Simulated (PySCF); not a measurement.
CH₃I. Atoms are numbered in the order given.

```xyz
5

C      0.0000     0.0000     1.8277
I      0.0000     0.0000    -0.3287
H      0.8957     0.5171     2.1518
H     -0.8957     0.5171     2.1518
H      0.0000    -1.0342     2.1518
```
Charge 0, spin multiplicity 1.

Geometry: B3LYP-D3(BJ)/def2-TZVP. The def2 effective core potentials stand for the cores of I; spin–orbit coupling is left out.

Calculation: M06-2X/def2-TZVPD (PySCF).

Gas-phase values at a fixed geometry.

Computed frontier levels, gap, dipole moment and polarisability:
| Item | Value |
|---|---|
| highest occupied level | -8.48 eV |
| lowest empty level | -0.40 eV |
| orbital gap | 8.08 eV |
| dipole moment | 1.74 D |
| quadrupole, principal values (traceless, Buckingham form, about the centre of nuclear charge) | -2.62, -2.62, 5.23 D·Å |
| mean static polarisability | 49.0 bohr³ (7.26 Å³) |
| polarisability, principal values | 43.1, 43.1, 60.8 bohr³ |
